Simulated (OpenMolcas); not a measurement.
Tm2+ with its 6 nearest fluoride ions at 2.313 Å, on the Ca site of CsCaF3 (a = 4.526 Å, distance in the model lattice 2.263 Å). The rest of the host is ab initio model potentials to 7.6 Å, with orthogonalisation functions on the cations behind the ligands, and point charges beyond; the distance is set by hand and nothing relaxes. Ligand basis ANO-RCC-VDZP.

```yaml
Program: OpenMolcas 26.06
Method: CASSCF
Basis: ANO-RCC-VDZP [7s6p4d2f1g]
Scalar_Hamiltonian: DKH2, point nucleus
Active_space: 13 electrons in 7 orbitals (4f)
State_averaging: 2S+1 = 2 odd, 7 roots
Spin-orbit_coupling: RASSI with atomic mean-field integrals over the reference wave functions
```

Q: What is the spin-free ground state (labels of O, the rotations of Oh)?

A: 2T1, 3-fold in its orbital part; it has the highest spin that f13 allows.

Q: Where is the first state of the same spin?

A: 2T2 at 357 cm-1 above the ground state.

Q: What are the lowest two levels with spin-orbit coupling?

A: A 2-fold level Γ6 with g = 2.66, 2.66, 2.66, then a 4-fold level Γ8 224.1 cm-1 above it. Their leading multiplicities are 2 (100 %) and 2 (100 %).

Q: What is χT at 300 K, and how does it compare with the textbook value?

A: Hund's rules give f13 the level 2F7/2 with g = 1.143, so an isolated free-ion multiplet has χT = g² J(J+1) / 8 = 2.571 cm3 K/mol. The computed 2.406 at 300 K differs by -6 %, through the field's splitting, the mixing of terms and any other multiplet in reach.

Without dynamic correlation the ligand-field splitting of an f shell can come out too small, at times by half. No measured value stands beside these numbers; the geometry was set by hand and not optimised.
